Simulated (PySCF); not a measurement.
C2H3O2, doublet, geometry from GFN2-xTB, atoms displaced at random by about 0.08 Å a coordinate; R2SCAN/STO-3G, gradient (PySCF).

The PySCF input:
```python
from pyscf import gto, scf, dft

mol = gto.Mole()
mol.atom = '''
    C     0.16847830   -0.04551997   -0.02256344
    O     0.20326158    1.25801242   -0.63129392
    O    -1.11420841   -0.29929102    0.41808747
    H    -1.68865752    0.68512065    0.36160324
    C     0.82103489   -0.88645962    0.11804264
    H     0.80902111   -1.80233778    0.55572864
    H     1.99863625   -0.91715679   -0.37663223
'''
mol.basis = 'sto-3g'
mol.spin = 1
mol.verbose = 4
mol.build()

mf = dft.UKS(mol)
mf.xc = 'r2scan'
mf.conv_tol = 1e-4
mf.kernel()
g = mf.nuc_grad_method()
grad = g.kernel()
```

Task: Write the output that PySCF gives for this input, abridged.

Result: 
```
PySCF version 2.14.0

[INPUT] verbose = 4
[INPUT] num. atoms = 7
[INPUT] num. electrons = 31
[INPUT] charge = 0
[INPUT] spin (= nelec alpha-beta = 2S) = 1
[INPUT] symmetry False subgroup None
[INPUT] Mole.unit = angstrom
[INPUT] Symbol           X                Y                Z      unit          X                Y                Z       unit  Magmom
[INPUT]  1 C      0.168478300000  -0.045519970000  -0.022563440000 AA    0.318377844932  -0.086020276498  -0.042638722028 Bohr   0.0
[INPUT]  2 O      0.203261580000   1.258012420000  -0.631293920000 AA    0.384108717846   2.377298935101  -1.192972612903 Bohr   0.0
[INPUT]  3 O     -1.114208410000  -0.299291020000   0.418087470000 AA   -2.105548740587  -0.565578059342   0.790070814412 Bohr   0.0
[INPUT]  4 H     -1.688657520000   0.685120650000   0.361603240000 AA   -3.191100230987   1.294690390784   0.683331089355 Bohr   0.0
[INPUT]  5 C      0.821034890000  -0.886459620000   0.118042640000 AA    1.551531080812  -1.675165902286   0.223068260621 Bohr   0.0
[INPUT]  6 H      0.809021110000  -1.802337780000   0.555728640000 AA    1.528828326892  -3.405924788157   1.050174929177 Bohr   0.0
[INPUT]  7 H      1.998636250000  -0.917156790000  -0.376632230000 AA    3.776875135128  -1.733175146385  -0.711731764384 Bohr   0.0

nuclear repulsion = 115.18241687851
number of shells = 15
number of NR pGTOs = 69
number of NR cGTOs = 23
basis = sto-3g
ecp = {}

******** <class 'pyscf.dft.uks.UKS'> ********
method = UKS
initial guess = minao
damping factor = 0
level_shift factor = 0
DIIS = <class 'pyscf.scf.diis.CDIIS'>
diis_start_cycle = 1
diis_space = 8
diis_damp = 0
SCF conv_tol = 0.0001
SCF conv_tol_grad = None
SCF max_cycles = 50
direct_scf = True
direct_scf_tol = 1e-13
number electrons alpha = 16  beta = 15
XC library pyscf.dft.libxc version 7.1.2
    S. Lehtola, C. Steigemann, M. J. T. Oliveira, and M. A. L. Marques,  SoftwareX 7, 1–5 (2018)
XC functionals = r2scan
    J. W. Furness, A. D. Kaplan, J. Ning, J. P. Perdew, and J. Sun,  J. Phys. Chem. Lett. 11, 8208–8215 (2020)
    J. W. Furness, A. D. Kaplan, J. Ning, J. P. Perdew, and J. Sun,  J. Phys. Chem. Lett. 11, 9248–9248 (2020)
    J. W. Furness, A. D. Kaplan, J. Ning, J. P. Perdew, and J. Sun,  J. Phys. Chem. Lett. 11, 8208–8215 (2020)
    J. W. Furness, A. D. Kaplan, J. Ning, J. P. Perdew, and J. Sun,  J. Phys. Chem. Lett. 11, 9248–9248 (2020)
radial grids:
    Treutler-Ahlrichs [JCP 102, 346 (1995); DOI:10.1063/1.469408] (M4) radial grids

becke partition: Becke, JCP 88, 2547 (1988); DOI:10.1063/1.454033
pruning grids: <function nwchem_prune>
grids dens level: 3
symmetrized grids: False
atomic radii adjust function: <function treutler_atomic_radii_adjust>
small_rho_cutoff = 0
Set gradient conv threshold to 0.01
tot grids = 85824
init E= -225.882737107161

cycle= 1 E= -224.850768116783  delta_E= 1.03  |g|= 0.429  |ddm|= 2.63
cycle= 2 E= -223.194475765901  delta_E= 1.66  |g|= 1.73  |ddm|= 2.72
cycle= 3 E= -224.932309188876  delta_E= -1.74  |g|= 0.356  |ddm|= 1.99
cycle= 4 E= -224.985557591255  delta_E= -0.0532  |g|= 0.226  |ddm|= 0.672
cycle= 5 E= -225.02104529054  delta_E= -0.0355  |g|= 0.0541  |ddm|= 0.284
cycle= 6 E= -225.022846829078  delta_E= -0.0018  |g|= 0.0294  |ddm|= 0.118
cycle= 7 E= -225.023389028286  delta_E= -0.000542  |g|= 0.0044  |ddm|= 0.0493
cycle= 8 E= -225.023407811804  delta_E= -1.88e-05  |g|= 0.000778  |ddm|= 0.00932
Extra cycle  E= -225.023409633991  delta_E= -1.82e-06  |g|= 0.000568  |ddm|= 0.00476
converged SCF energy = -225.023409633991  <S^2> = 0.753276  2S+1 = 2.0032733

******** <class 'pyscf.grad.uks.Gradients'> for <class 'pyscf.dft.uks.UKS'> ********
unit = Eh/Bohr
grid_response = False
--------------- UKS gradients ---------------
         x                y                z
0 C     0.4474006094    -0.5796865498     0.1058238008
1 O    -0.0062093830     0.0157091603    -0.0077416193
2 O     0.1300213069    -0.0714193064    -0.0186937036
3 H    -0.0446797044     0.0601316350    -0.0025203105
4 C    -0.6296242936     0.5313141712    -0.0080597654
5 H     0.0260964916     0.0582959811    -0.0391368961
6 H     0.0777264008    -0.0133849485    -0.0299764431
----------------------------------------------
```
